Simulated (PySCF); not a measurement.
Al(OH)3 cation (AlH₃O₃), SMILES [OH][Al]([OH])[OH] (connectivity only; charge and spin as stated), charge +1, multiplicity 2. Atoms are numbered in the order given.

```xyz
7

Al     0.0000     0.0000     0.0000
O     -1.6678     0.0000     0.0000
H     -2.6304     0.0000     0.0000
O      0.8339     1.4443     0.0000
H      1.3152     2.2780     0.0000
O      0.8339    -1.4443     0.0000
H      1.3152    -2.2780     0.0000
```
Charge +1, spin multiplicity 2.

Geometry: r2SCAN-D4/def2-SVP. The multiplicity is an assumed one; other spin states were not compared. The isomer is the one that the SMILES or the coordinates give; other isomers of the formula were not compared. One conformer was computed; it need not be the lowest.

Two levels are set side by side: PBE/pcH-1 (PySCF) and B3LYP/pcH-1 (PySCF). Contact hyperfine couplings, same geometry. Differences are taken from unrounded values.

| quantity | B3LYP | PBE | PBE minus B3LYP |
|---|---|---|---|
| A(iso) of 27Al, atom Al1 (MHz) | -52.8 | -44.0 | 8.8 |
| A(iso) of 17O, atom O2 (MHz) | -30.4 | -18.9 | 11.5 |
| A(iso) of 1H, atom H3 (MHz) | -25.4 | -20.6 | 4.8 |
| A(iso) of 17O, atom O4 (MHz) | -30.4 | -18.9 | 11.5 |
| A(iso) of 1H, atom H5 (MHz) | -25.4 | -20.6 | 4.8 |
| A(iso) of 17O, atom O6 (MHz) | -30.4 | -18.9 | 11.5 |
| A(iso) of 1H, atom H7 (MHz) | -25.4 | -20.6 | 4.8 |

Rough cost on one machine, each run with all the roots and properties that it gave: B3LYP against PBE within a factor of 2.
